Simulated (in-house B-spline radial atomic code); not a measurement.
**RPA and G0W0 on LDA VWN5: Ni10+**

Configuration [Ne] 3s2 3p6, mean-field start LDA VWN5. Computed with an all-electron radial atomic-structure program (B-spline basis): all electrons, scalar-relativistic (spin-free one-electron X2C), finite nucleus, each spin shell either full or empty, empty states to l = 9 with an (l + 1/2)⁻⁴ tail; G0W0 by contour deformation at full frequency.

Command:
```bash
python run_gw.py task.json out
```
Settings (radii: box in bohr, nucleus in fm):
```
Z                        28
electrons                18
configuration            [Ne] 3s2 3p6
hamiltonian              x2c
method                   lda,vwn
lmax                     9
rms_radius               3.7757
spin_polarised           False
box_radius               6.62
intervals                66
```

Cost of the run: 1.2 s on 1 thread of Arm Neoverse V1 (shared host).

Energies (hartree):

```
                                     term        value
                         mean-field total  -1480.39478
Hartree-Fock functional on these orbitals  -1482.41654
                      direct second order      -1.5119
                    second-order exchange       0.5004
                         SOSEX correction      0.45866
```

Task: What is the RPA correlation energy, and what remains with SOSEX?

Result: RPA gives -1.3285 hartree (-2.01 eV per electron); RPA + SOSEX gives -0.86988, and the second-order doubles -1.0115 hartree (no singles). RPA lacks exchange-type terms and so overcorrelates at short range.

Quasi-particle levels (eV):

```json
{"level": "3p", "occupied": "yes", "mean field": "-304.49", "Σx - vxc": "-15.83", "Σc": "?", "QP weight": "?", "G0W0": "?"}
{"level": "2p", "occupied": "yes", "mean field": "-1116.66", "Σx - vxc": "-57.52", "Σc": "11.46", "QP weight": "0.929", "G0W0": "-1162.72"}
{"level": "3d", "occupied": "no", "mean field": "-240.86", "Σx - vxc": "19.83", "Σc": "-3.58", "QP weight": "0.976", "G0W0": "-224.61"}
```

G0W0 = mean field + (Σx - vxc) + Σc, with Σc (partial-wave tail included) taken at the quasi-particle energy. Only the outer levels were computed. Levels of low weight are left out.

Task: Where does G0W0 put 3p?

Result: At -320.71 eV, with Σc = -0.39 eV and a quasi-particle weight of 0.964. The tabulated removal energy is 319.5 ± 0.7 eV (NIST, semi-empirical); the calculation leaves out spin-orbit coupling, Breit and QED terms, and what these don't explain is the method's own error.
